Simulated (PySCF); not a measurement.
## Radial density of S²⁺ (sulfur, charge +2)

BHandHLYP, [Ne] 3s1 3p3, high-spin 5S determinant (an excited configuration). Calculation: PySCF 2.14, in aug-cc-pwCVQZ (10s9p7d5f3g, 134 functions); no relativity, point nucleus.

```json
{"r (bohr)": "0.00150", "4πr²ρ (e/bohr)": "0.07200", "4πr²(ρα − ρβ)": "0.0003"}
{"r (bohr)": "0.00253", "4πr²ρ (e/bohr)": "0.1972", "4πr²(ρα − ρβ)": "0.0008"}
{"r (bohr)": "0.00425", "4πr²ρ (e/bohr)": "0.5278", "4πr²(ρα − ρβ)": "0.0022"}
{"r (bohr)": "0.00715", "4πr²ρ (e/bohr)": "1.362", "4πr²(ρα − ρβ)": "0.0056"}
{"r (bohr)": "0.0120", "4πr²ρ (e/bohr)": "3.296", "4πr²(ρα − ρβ)": "0.0135"}
{"r (bohr)": "0.0202", "4πr²ρ (e/bohr)": "7.180", "4πr²(ρα − ρβ)": "0.0292"}
{"r (bohr)": "0.0340", "4πr²ρ (e/bohr)": "13.12", "4πr²(ρα − ρβ)": "0.0534"}
{"r (bohr)": "0.0572", "4πr²ρ (e/bohr)": "18.00", "4πr²(ρα − ρβ)": "0.0784"}
{"r (bohr)": "0.0962", "4πr²ρ (e/bohr)": "16.25", "4πr²(ρα − ρβ)": "0.1226"}
{"r (bohr)": "0.162", "4πr²ρ (e/bohr)": "12.07", "4πr²(ρα − ρβ)": "0.3363"}
{"r (bohr)": "0.272", "4πr²ρ (e/bohr)": "16.28", "4πr²(ρα − ρβ)": "0.6613"}
{"r (bohr)": "0.458", "4πr²ρ (e/bohr)": "14.75", "4πr²(ρα − ρβ)": "0.2028"}
{"r (bohr)": "0.770", "4πr²ρ (e/bohr)": "4.315", "4πr²(ρα − ρβ)": "0.4349"}
{"r (bohr)": "1.30", "4πr²ρ (e/bohr)": "2.868", "4πr²(ρα − ρβ)": "2.7111"}
{"r (bohr)": "2.18", "4πr²ρ (e/bohr)": "1.460", "4πr²(ρα − ρβ)": "1.4600"}
{"r (bohr)": "3.67", "4πr²ρ (e/bohr)": "0.08312", "4πr²(ρα − ρβ)": "0.0831"}
{"r (bohr)": "6.17", "4πr²ρ (e/bohr)": "0.0001888", "4πr²(ρα − ρβ)": "0.0002"}
```
